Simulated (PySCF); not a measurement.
CH4N2OSi, SMILES C(O[SiH2]N)#N. Atoms are numbered in the order given.

```xyz
9

N      0.0839     2.8763     0.0000
C     -0.2131     1.7506     0.0000
O     -0.5641     0.5177     0.0000
Si     0.5054    -0.8534     0.0000
N     -0.3974    -2.2939     0.0000
H      1.2960    -0.7377    -1.2461
H      1.2960    -0.7377     1.2461
H     -0.8406    -2.6495     0.8410
H     -0.8406    -2.6495    -0.8410
```

Geometry: B3LYP-D3(BJ)/def2-SVP. This is a generated structure with no PubChem entry under its InChIKey; it may be hypothetical. The values are those of a single conformer.

Level of theory: r2SCAN/def2-TZVP (PySCF).

Symmetry labels are those of the subgroup Cs that the program uses (full group Cs).

Computed valence orbital energies around the gap with their symmetry:
| orbital | symmetry | energy (eV) |
|---|---|---|
| HOMO−7 | A' | -12.26 |
| HOMO−6 | A" | -11.76 |
| HOMO−5 | A' | -10.53 |
| HOMO−4 | A" | -9.38 |
| HOMO−3 | A' | -8.83 |
| HOMO−2 | A' | -7.74 |
| HOMO−1 | A' | -7.52 |
| HOMO | A" | -7.26 |
| LUMO | A' | -0.40 |
| LUMO+1 | A' | -0.33 |
| LUMO+2 | A" | 0.87 |
| LUMO+3 | A' | 0.93 |
